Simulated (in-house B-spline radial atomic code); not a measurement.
The numbers below are computed, except where a source is named.
H in an electron gas of r_s = 1.65: phase shifts, screening and friction

A nucleus sits in a uniform electron gas with a rigid positive background. The Kohn-Sham equations are solved self-consistently in the spin-unpolarised LDA (PW92), non-relativistic, on B-splines with outgoing waves at the boundary and partial waves to l = 8. The model has no lattice, no bands and no magnetic solution. Atomic units; δ_l are the phase shifts at the Fermi level, counted so that each bound state adds π, and good to about 0.0005.

The density parameter is r_s = 1.65 bohr.

```
l  δ_l (rad)
0     0.9130
1     0.1431
2     0.0308
3     0.0073
4     0.0018
5     0.0004
6     0.0001
7     0.0000
8     0.0000
```

Bound levels below the band bottom (hartree): none.

Problem. Check the Friedel sum rule, and say where the screening charge sits.

Solution. k_F = (9π/4)^(1/3)/r_s = 1.16313. The rule is Z = (2/π) Σ (2l + 1) δ_l. The terms are s 0.581, p 0.273, d 0.098, f 0.033 and 0.014 beyond, in all 0.999 against Z = 1. Bound states hold 0 s, 0 p, 0 d electrons, so the scattering states carry 1.00 in all.

Problem. Find the transport cross section and the electronic stopping of a 0.2 keV H ion (mass 1.01 u).

Solution. σ_tr = (4π/k_F²) Σ (l + 1) sin²(δ_l − δ_(l+1)). The terms for l = 0 to 3 are 0.4845, 0.0251, 0.0017, 0.0001, all together 0.5114, so σ_tr = 9.289 × 0.5114 = 4.750 bohr². With n = 3/(4π r_s³) = 0.05314, the friction coefficient is Q = n k_F σ_tr = 0.2936. For v well below v_F = 1.163, dE/dx = Q v; with 24801 eV per u at v = 1, v = √(200/(24801 × 1.01)) = 0.0894, so dE/dx = 0.02624 hartree/bohr = 13.5 eV/nm. The largest term couples the s and p waves.
